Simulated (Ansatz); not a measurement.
A nudged elastic band was laid between two geometries of Cl2GeH2 + FH (7 atoms, charge 0, multiplicity 1).

These are results of Ansatz, RKS r2SCAN-D4/def2-SVP, not measurements.

```
movable images  : 5
climbing image  : yes
spring          : 5.0 eV/Å²
optimiser       : quadratic models (default)
start path      : through a guess of the saddle point
force threshold : 0.05 eV/Å
iteration limit : 60
end points      : relaxed
```

Initial state:

```xyz
7
Properties=species:S:1:pos:R:3
Ge -0.153 -0.187 -0.076
Cl -0.270 -0.129 2.106
H 1.295 0.047 -0.477
Cl -1.408 1.373 -0.841
H -0.772 -1.527 -0.472
F 1.364 2.227 1.130
H 0.927 1.761 1.810
```

Final state:

```xyz
7
Properties=species:S:1:pos:R:3
Ge -0.117 0.422 -0.333
Cl 1.115 -0.233 2.830
H 1.292 -0.063 -0.647
Cl -0.961 1.307 -2.096
H -1.129 -0.544 0.268
F 0.045 1.759 0.798
H 0.738 0.917 2.359
```

Task: What changes between the two ends?

Result: Bonds broken: Ge1–Cl2, F6–H7. Bonds formed: Ge1–F6, Cl2–H7. Cl2GeH2 + FH becomes ClFGeH2 + ClH.

Task: What energy profile does the band end with?

Result: The forces met the threshold. The highest image is number 3 of 0 to 6, 81.1 kJ/mol above the ends, which have the same energy within 2 meV. A vibrational analysis at the climbing image gives one clearly imaginary mode, 189i cm⁻¹: a first-order saddle point. The orbitals stay closed-shell, which can raise the energy where a bond breaks towards radicals; this wasn't checked here.

```
image  path coordinate (Å)  energy (kJ/mol)  Ge1–Cl2 (Å)  F6–H7 (Å)  Ge1–F6 (Å)
    0                 0.00              0.0         2.19       0.93        3.10
    1                 0.82              9.9         2.20       0.93        3.06
    2                 1.63             51.5         2.26       0.94        2.62
    3                 2.44             81.1         2.47       1.03        2.09
    4                 2.91             51.9         2.73       1.34        1.87
    5                 3.37             10.3         3.09       1.64        1.78
    6                 3.83              0.1         3.46       1.90        1.76
```

Task: What is the geometry of the highest image?

Result: 
```xyz
7
Properties=species:S:1:pos:R:3
Ge 0.040 0.162 -0.048
Cl 0.692 -0.362 2.274
H 1.437 -0.123 -0.574
Cl -0.825 1.500 -1.542
H -1.096 -0.842 0.098
F 0.232 1.906 1.086
H 0.502 1.322 1.886
```

Task: What are the harmonic wavenumbers there?

Result: 189i, 56, 176, 299, 386, 414, 439, 736, 763, 774, 849, 1054, 2189, 2245, 2343 cm⁻¹.

The band took 18 iterations and roughly 12 core-minutes.

The run took 3.3 min on 4 threads of Arm Neoverse V1 (shared host), peak memory 0.17 GiB.
